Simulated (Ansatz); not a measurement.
`C[SiH](O)S` + HCl → `C[SiH](S)Cl` + H₂O at 600 K and 1 bar (ligand exchange at the Si–O bond).

Calculated with Ansatz (gas phase, PBE0-D4/def2-TZVP geometries, no zero-point term in ΔE). CCSD(T)/CBS adds triple-zeta CCSD(T) − MP2 to the extrapolated MP2 energy (def2 sets, frozen cores). This one scheme is used for every species. One conformer a species, not always the lowest.

| species | CCSD(T)/CBS energy (Eh) | H − E (kJ/mol) | S (J/(mol·K)) |
| --- | --- | --- | --- |
| `C[SiH](O)S` | -803.78841 | 243.6 | 426.8 |
| HCl | -460.38127 | 35.4 | 207.2 |
| `C[SiH](S)Cl` | -1187.79090 | 207.2 | 426.0 |
| H₂O | -76.37941 | 76.8 | 212.8 |

H − E and S are ideal-gas, rigid-rotor, harmonic terms from PBE0-D4/def2-TZVP, for one conformer and one mirror image of each species. 1 Eh = 2625.50 kJ/mol, R = 8.31446 J/(mol·K).

Problem. By hand: ΔE, ΔH, ΔS and ΔG.

Solution. ΔE = (-1187.79090) + (-76.37941) − (-803.78841) − (-460.38127) = -0.00063 Eh = -1.7 kJ/mol. Δ(H − E) = 207.2 + 76.8 − 243.6 − 35.4 = 5.0, so ΔH = 3.3 kJ/mol. ΔS = 426.0 + 212.8 − 426.8 − 207.2 = 4.8 J/(mol·K). ΔG = 3.3 − 600 × (4.8)/1000 = 0.4 kJ/mol.

Problem. By hand: the equilibrium constant, and the temperature at which ΔG would vanish if ΔH and ΔS stayed fixed.

Solution. log₁₀ K = −ΔG/(RT ln 10) = 0.0. ΔG = 0 at ΔH/ΔS = 688 K, though so small a ΔH makes that figure unsure.

TΔS isn't small against ΔH here. The sign of ΔG lies within the doubt. A doubt of 5 kJ/mol in ΔE shifts log₁₀ K by 0.4 here. Other conformers and mirror images would add mixing entropy, several J/(mol·K) or more a flexible species. These are equilibria of isolated gas molecules and say nothing of rates. Largest T1 diagnostic: 0.011 (customary marks: 0.02 for closed shells, 0.045 for open ones).
